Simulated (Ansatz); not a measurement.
Cost and result for the atomization energy of CH5ClGaN (`[CH3][Ga]([NH2])[Cl]`) (9 atoms, 8 bonds).

Cartesian coordinates in Å:
```
C -0.761 1.135 -0.759
Ga -0.218 -0.362 0.358
N 1.431 -1.073 0.540
Cl -1.684 -1.380 1.574
H -1.227 1.905 -0.141
H -1.501 0.800 -1.488
H 0.088 1.568 -1.288
H 2.250 -0.742 0.061
H 1.623 -1.853 1.144
```

The species carries charge 0 and has multiplicity 1. Correlated methods include outer-core shells of Ga, which these sets cover unevenly. Scalar relativity is left out up to krypton. Geometry: relaxed with PBE0-D4/def2-TZVP. It is one conformer, not always the lowest. Program: Ansatz. All runs use 4 threads of an Arm Neoverse V2 on a shared host. Times are those of one run each, without the atoms' runs, and a repeat can differ threefold. Electronic energies, without spin–orbit coupling; frozen cores. CCSD(T)/CBS adds CCSD(T) − MP2 in def2-TZVPP to the MP2 limit, and its time is that of the two runs behind it. T1 = 0.012. With those shells the extrapolation isn't a true limit.

CCSD(T)/CBS is a level of theory with its own doubt, some kJ/mol a heavy atom from the limit and from the frozen cores, so smaller differences don't rank the functionals.

```
                             level  functions  wall time  atomization (kcal/mol)  difference from CCSD(T)/CBS  per bond
            LDA (SPW92)/def2-TZVPP        222      0.8 s                   821.7                         95.2      11.9
              revPBE-D4/def2-TZVPP        222      1.4 s                   713.5                        -13.0      -1.6
                PBE0-D4/def2-TZVPP        222      1.9 s                   722.2                         -4.3      -0.5
               BHLYP-D4/def2-TZVPP        222      2.1 s                   702.4                        -24.1      -3.0
           CAM-B3LYP-D4/def2-TZVPP        222      2.4 s                   724.1                         -2.4      -0.3
r2SCAN-D4/def2-TZVPP (with forces)        222      3.3 s                   723.9                         -2.6      -0.3
                 B2PLYP/def2-TZVPP        222      3.4 s                   714.6                        -11.9      -1.5
                  CCSD(T)/def2-SVP        103      3.5 s                   679.5                        -47.0      -5.9
                 B97M-V/def2-TZVPP        222        6 s                   723.7                         -2.8      -0.3
  ωB97M-V/def2-TZVPP (with forces)        222      7.5 s                   724.1                         -2.4      -0.3
                    MP2/def2-QZVPP        423       13 s                   729.4                          2.9       0.4
                CCSD(T)/def2-TZVPP        222       74 s                   707.8                        -18.7      -2.3
                 CCSD(T)/CBS(def2)          –       86 s                   726.5                          0.0       0.0
```

From PBE to PBE0 (25 % exact exchange), in def2-TZVPP and without D4, the atomization energy moves by −9.2 kcal/mol: exact exchange takes away binding that semilocal exchange gives to molecules. The D4 term adds +6.8 kcal/mol with B3LYP and +3.6 kcal/mol with PBE0; it sums over pairs of atoms, weighted by their polarisabilities, and B3LYP, whose exchange is more repulsive, gets the larger term. Leaving LDA and LC-ωPBE aside and taking each functional with its dispersion term where it has one, the values, not all of them listed here, spread over 29.7 kcal/mol, from BHLYP-D4 to PBE-D4. LDA lies +93.9 kcal/mol from PBE without D4, its usual overbinding.

B3LYP here is the variant with VWN-RPA as its local correlation; programs differ in this.
